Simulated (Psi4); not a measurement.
C$_{2}$H$_{4}$N, doublet, at a GFN2-xTB geometry, with bond 5-1 at 2.0 times its length; R2SCAN/def2-SV(P) (Psi4).

The Psi4 input:
```
memory 2 GB

molecule mol {
0 2
C     1.136327   -0.224599   -0.249004
N     0.010674    0.383159   -0.097888
C    -1.143086   -0.018036    0.310992
H     1.225606   -1.300135   -0.368214
H     2.914682    0.975444   -0.427633
H    -1.998418    0.596918    0.089907
H    -1.286853   -0.898503    0.929916
}

set {
  basis def2-sv(p)
  reference uks
}

energy('r2scan')
print_variables()
```

It wrote (shortened):

```
   => Loading Basis Set <=

    Name: DEF2-SV(P)
    Role: ORBITAL
    Keyword: BASIS

         ---------------------------------------------------------
                                   SCF
               by Justin Turney, Rob Parrish, Andy Simmonett
                          and Daniel G. A. Smith
                              UKS Reference
         ---------------------------------------------------------

  ==> Geometry <==

    Molecular point group: c1
    Full point group: C1

    Geometry (in Angstrom), charge = 0, multiplicity = 2:

       Center              X                  Y                   Z               Mass
    ------------   -----------------  -----------------  -----------------  -----------------
         C            1.114200624464    -0.267958922448    -0.239460660840    12.000000000000
         N           -0.011452375536     0.339799077552    -0.088344660840    14.003074004430
         C           -1.165212375536    -0.061395922448     0.320535339160    12.000000000000
         H            1.203479624464    -1.343494922448    -0.358670660840     1.007825032230
         H            2.892555624464     0.932084077552    -0.418089660840     1.007825032230
         H           -2.020544375536     0.553558077552     0.099450339160     1.007825032230
         H           -1.308979375536    -0.941862922448     0.939459339160     1.007825032230

  Running in c1 symmetry.

  Rotational constants: A =      2.37320  B =      0.33686  C =      0.30094 [cm^-1]
  Rotational constants: A =  71146.79577  B =  10098.75852  C =   9021.87103 [MHz]
  Nuclear repulsion =   64.495683093110586

  Charge       = 0
  Multiplicity = 2
  Electrons    = 23
  Nalpha       = 12
  Nbeta        = 11

  ==> Algorithm <==

  SCF Algorithm Type is DF.
  DIIS enabled.
  MOM disabled.
  Fractional occupation disabled.
  Guess Type is SAD.
  Energy threshold   = 1.00e-06
  Density threshold  = 1.00e-06
  Integral threshold = 1.00e-12

  ==> Primary Basis <==

  Basis Set: DEF2-SV(P)
    Blend: DEF2-SV(P)
    Number of shells: 26
    Number of basis functions: 50
    Number of Cartesian functions: 53
    Spherical Harmonics?: true
    Max angular momentum: 2

  ==> DFT Potential <==

   => LibXC <=

    Version 7.1.2
    S. Lehtola, C. Steigemann, M. J. T. Oliveira, and M. A. L. Marques,  SoftwareX 7, 1–5 (2018) (10.1016/j.softx.2017.11.002)

   => Composite Functional: R2SCAN <=

    r2SCAN Meta-GGA XC Functional  (0.1021/acs.jpclett.0c02405)
[...]
      Ntotal   =   22.9999924592 ; deviation = -7.541e-06

   @Spin Contamination Metric:   3.274368485E-02
   @S^2 Expected:                7.500000000E-01
   @S^2 Observed:                7.827436849E-01
   @S   Expected:                5.000000000E-01
   @S   Observed:                5.000000000E-01

    Orbital Energies [Eh]
    ---------------------

    Alpha Occupied:

[...]
    Alpha Virtual:

[...]
    Beta Occupied:

[...]
    Beta Virtual:

[...]
    Final Occupation by Irrep:
              A
    DOCC [    11 ]
    SOCC [     1 ]
    NA   [    12 ]
    NB   [    11 ]

  @DF-UKS Final Energy:  -132.95340915604825

   => Energetics <=

    Nuclear Repulsion Energy =             64.4956830931105856
    One-Electron Energy =                -305.4643845331480065
    Two-Electron Energy =                 126.9253431932788772
    DFT Exchange-Correlation Energy =     -18.9100509092897084
    Empirical Dispersion Energy =           0.0000000000000000
    VV10 Nonlocal Energy =                  0.0000000000000000
    Total Energy =                       -132.9534091560482523

  UHF NO Occupations:
  HONO-2 :   10  A 1.9989943
  HONO-1 :   11  A 1.9860284
  HONO-0 :   12  A 1.0000000
  LUNO+0 :   13  A 0.0139716
  LUNO+1 :   14  A 0.0010057
  LUNO+2 :   15  A 0.0008508
  LUNO+3 :   16  A 0.0003183

Computation Completed

Properties will be evaluated at   0.000000,   0.000000,   0.000000 [a0]

Properties computed using the SCF density matrix

 Multipole Moments:

 ------------------------------------------------------------------------------------
     Multipole            Electronic (a.u.)      Nuclear  (a.u.)        Total (a.u.)
 ------------------------------------------------------------------------------------

 L = 1.  Multiply by 2.5417464519 to convert [e a0] to [Debye]
 Dipole X            :         -1.4926292            0.7186144           -0.7740148
 Dipole Y            :          0.0271010           -0.7506960           -0.7235951
 Dipole Z            :         -0.0598863            0.2460136            0.1861273
 Magnitude           :                                                    1.0757937

 ------------------------------------------------------------------------------------

  Variable Map:
  ----------------------------------------------------------------------------
[...]
  Array Variable Map:
  ----------------------------------------------------------------------------
[...]
[...]
```
